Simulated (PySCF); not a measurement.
C₂H₉BeNSi, SMILES C[N](C)[Be][SiH3]. Atoms are numbered in the order given.

```xyz
14

Be    -0.2385     0.1344     0.1736
N      0.8579    -0.4762    -0.6728
C      2.2646    -0.1405    -0.5253
C      0.6125    -1.4584    -1.7160
H      2.8702    -1.0315    -0.2676
H      2.6813     0.2847    -1.4594
H      2.4058     0.6039     0.2745
H      0.9525    -1.0944    -2.7054
H      1.1432    -2.4091    -1.5121
H     -0.4630    -1.6846    -1.7932
Si    -1.8042     1.0025     1.4070
H     -2.8589     0.0068     1.7769
H     -2.5184     2.1423     0.7519
H     -1.2677     1.5356     2.6993
```
Charge 0, spin multiplicity 1.

The structure is a stationary point at TPSSh-D3(BJ)/def2-SVP. The structure was generated by enumeration; whether it is a known compound was not checked. One conformer was computed; it need not be the lowest.

These are HF/pcSseg-1 (PySCF) values and carry that method's errors.

GIAO shieldings, no solvent; atoms alike by connectivity are averaged. δ = σ(ref) − σ: ¹⁵N against NH3 (σ = 267.3 ppm); ¹³C against TMS (σ = 192.6 ppm); ¹H against TMS (σ = 31.99 ppm); ²⁹Si against TMS (σ = 393.8 ppm), references at their B3LYP-D3(BJ)/def2-TZVP geometries, non-relativistic.

```json
[
 {"atoms": "N2", "nucleus": "¹⁵N", "count": "1", "δ (ppm)": "…"},
 {"atoms": "C3, C4", "nucleus": "¹³C", "count": "2", "δ (ppm)": "37.5"},
 {"atoms": "H12, H13, H14", "nucleus": "¹H", "count": "3", "δ (ppm)": "…"},
 {"atoms": "H5, H6, H7, H8, H9, H10", "nucleus": "¹H", "count": "6", "δ (ppm)": "2.76"},
 {"atoms": "Si11", "nucleus": "²⁹Si", "count": "1", "δ (ppm)": "-124.5"}
]
```

### Question
Complete the blanks. (Estimate from the structure and the level; the computed values follow.)

### Answer

- N2, δ (ppm): 62.4
- H12, H13, H14, δ (ppm): 3.06
